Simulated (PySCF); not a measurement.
Si(H)(F)(NH2)2 (FH5N2Si), SMILES N[SiH](N)F. Atoms are numbered in the order given.

```xyz
9

Si     0.0902     0.2795    -0.1889
N      1.3221    -0.7632     0.3909
N     -0.9733    -0.6576    -1.1439
F     -0.5482     0.9158     1.1758
H      0.4543     1.4623    -1.0112
H      1.8592    -0.5257     1.2180
H      1.8379    -1.3675    -0.2392
H     -1.3265    -1.5503    -0.8135
H     -1.5951    -0.2274    -1.8202
```

The structure is a stationary point at B3LYP-D3(BJ)/def2-SVP. Other conformers were not sampled.

The numbers are results of B3LYP/pcSseg-1 (PySCF), not measurements.

GIAO shieldings, no solvent; atoms listed in one row are averaged. δ = σ(ref) − σ: ²⁹Si against TMS (σ = 338.7 ppm); ¹⁵N against NH3 (σ = 265.5 ppm); ¹⁹F against CFCl3 (σ = 161.7 ppm); ¹H against TMS (σ = 31.68 ppm), references at their B3LYP-D3(BJ)/def2-TZVP geometries, non-relativistic.

Computed chemical shifts:
| nucleus | atoms | count | δ (ppm) |
|---|---|---|---|
| ²⁹Si | Si1 | 1 | -39.3 |
| ¹⁵N | N3 | 1 | 40.5 |
| ¹⁵N | N2 | 1 | 25.2 |
| ¹⁹F | F4 | 1 | -152.1 |
| ¹H | H5 | 1 | 4.97 |
| ¹H | H8 | 1 | 1.34 |
| ¹H | H9 | 1 | 1.29 |
| ¹H | H6 | 1 | 0.85 |
| ¹H | H7 | 1 | 0.76 |
